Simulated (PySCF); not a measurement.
Gas-phase equilibrium of 1 mol TiCl4, 36 mol O2 at 1800 K and 0.100 bar, among 9 species (ClO, O2, O, TiCl4, O3, TiOCl2, Cl, Cl2, TiO2). Only gases are allowed; each row takes one source of thermochemistry for all species, and Cantera finds the minimum.

Energies from PySCF, thermal terms from the rigid-rotor harmonic-oscillator model, ideal gas at 1 bar. The comparison is the NASA 1993 polynomial table, which mixes measured and estimated data. After a fit of one offset per element over all species, the range-separated, M06-2X, PBE0/def2-QZVP and CCSD(T)/def2-TZVPP enthalpies, where run, lie to one side of the table for TiOCl2 (-50 kJ/mol): a fault of the table's entry, another state or a shared error of the levels is possible; this was not checked at source. S°(298 K) at PBE0/def2-TZVP differs from the NASA 1993 table for TiOCl2 (+10 J/mol/K); whether the harmonic model or the table's entry is off was not settled. † marks an energy on the PBE0/def2-TZVP geometry and frequencies; other levels use their own. Open shells (unrestricted) among the columns below: ClO (multiplicity 2, electronic degeneracy 4), O2 (multiplicity 3), Cl (multiplicity 2, electronic degeneracy 6); the rest are closed-shell singlets. Spin-orbit splitting is ignored; it lowers the true energy and changes the entropy of ClO, Cl. The harmonic model lacks anharmonicity and excited electronic states, which grow with temperature; levels with a mode under 35 cm⁻¹ are left out. Soft modes under 120 cm⁻¹ make the harmonic entropy rough for TiCl4, TiOCl2. The table's entry may be an old estimate for ClO, TiOCl2, TiO2 (not checked at source).

Molecules larger than those listed are left out. Table species left out: Ti, TiCl, TiCl2, TiCl3, TiO, TiOCl.

With table thermochemistry: O2 0.92, Cl 0.048, TiOCl2 0.022, Cl2 0.0023, TiO2 0.0019, TiCl4 0.0018, ClO 0.00026.

Q: How far does the composition move with the other sources (BLYP/def2-TZVP†, PBE/def2-TZVP†, PBE0/def2-QZVP†, PBE0/def2-SVP†, PBE0/def2-TZVP, r2SCAN/def2-TZVP†)?

A: 
```tsv
thermochemistry	x O2	x Cl	x TiOCl2	x Cl2	x TiO2	x TiCl4	x ClO
table	0.92	0.048	0.022	0.0023	0.0019	0.0018	0.00026
BLYP/def2-TZVP†	0.92	0.049	0.026	0.0013	9.6e-5	2.3e-5	0.00036
PBE/def2-TZVP†	0.93	0.037	0.026	0.0070	1.3e-5	0.00022	0.00058
PBE0/def2-QZVP†	0.92	0.047	0.026	0.0024	3.9e-6	9.0e-5	0.00026
PBE0/def2-SVP†	0.92	0.051	0.026	0.00040	2.2e-6	9.4e-5	2.0e-5
PBE0/def2-TZVP	0.92	0.047	0.026	0.0021	3.7e-6	0.00011	0.00022
r2SCAN/def2-TZVP†	0.92	0.047	0.026	0.0019	3.5e-6	0.00053	0.00026
```
The most sensitive of these is TiO2: it spans a factor of 10^2.9 over these rows; at this temperature one factor of ten is RT ln 10 = 34 kJ/mol.
